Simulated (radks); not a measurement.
Values are calculated unless marked as measured or tabulated.
Au4+, configuration [Xe] 4f14 5d7. Code: a radial shooting solver on a logarithmic mesh with Libxc functionals. Model: Dirac Kohn-Sham, PBE, spin-unpolarised, spherical densities, finite nucleus; open shells fill j = l - 1/2 first; Fermi nuclear charge, rms radius 5.4371 fm.

Radial electron density D(r) = 4 pi r^2 rho(r):

```
   r/bohr * D(r) (the largest magnitude, 147, reaches the edge; | marks zero)
 0.002272 |           *
 0.002603 |              *
 0.003006 |                 *
 0.003472 |                    *
 0.003977 |                       *
 0.004593 |                          *
 0.005305 |                              *
 0.006078 |                                 *
 0.007019 |                                    *
 0.008042 |                                       *
 0.009287 |                                         *
  0.01073 |                                          *
  0.01229 |                                          *
  0.01419 |                                         *
  0.01639 |                                       *
  0.01878 |                                      *
  0.02169 |                                     *
  0.02504 |                                     *
  0.02869 |                                        *
  0.03314 |                                           *
  0.03796 |                                                *
  0.04384 |                                                    *
  0.05063 |                                                      *
  0.05801 |                                                     *
    0.067 |                                                 *
  0.07737 |                                             *
  0.08864 |                                          *
   0.1024 |                                           *
   0.1173 |                                              *
   0.1355 |                                                  *
   0.1564 |                                                 *
   0.1792 |                                            *
    0.207 |                                   *
    0.239 |                             *
   0.2739 |                           *
   0.3163 |                              *
   0.3653 |                                *
   0.4185 |                               *
   0.4833 |                         *
   0.5537 |                   *
   0.6395 |             *
   0.7385 |         *
   0.8461 |        *
   0.9771 |      *
    1.128 |     *
    1.293 |    *
    1.493 |  *
    1.724 | *
    1.976 |*
    2.282 *
    2.614 *
    3.019 *
    3.486 *
    3.994 *
    4.613 *
```

D(r) has 4 maxima, at r = 0.0114, 0.0519, 0.144, 0.374 bohr, and minima at 0.0224, 0.0930, 0.265 bohr, inside which lie 2.03, 11.08, 29.98 electrons.
